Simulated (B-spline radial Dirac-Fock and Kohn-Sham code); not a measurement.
Z = 59 (praseodymium), transition energy 100 keV. Calculated with an atomic code on a B-spline grid, using a Dirac-Hartree-Slater potential of the neutral atom with a Latter tail (no hole, which puts coefficients of high multipoles low close above an edge), finite nucleus with surface currents. Subshells that would emit electrons below 1 keV are left out.

Task: A pure transition shows α(K) = 351, L1/L2 = 4.31 and L1/L3 = 0.531. What is its multipolarity?
A. M3
B. E4
C. E1
D. M1
E. E3
F. M4
G. E2
H. M2

Result: F. For comparison, α(K), L1/L2, L1/L3 are E1 0.214, 5.75, 4.40; E2 1.21, 0.370, 0.342; E3 5.48, 0.0495, 0.0509; E4 24.2, 0.0178, 0.0193; M1 1.11, 12.7, 62.9; M2 9.96, 8.47, 5.62; M3 60.9, 5.78, 1.22.
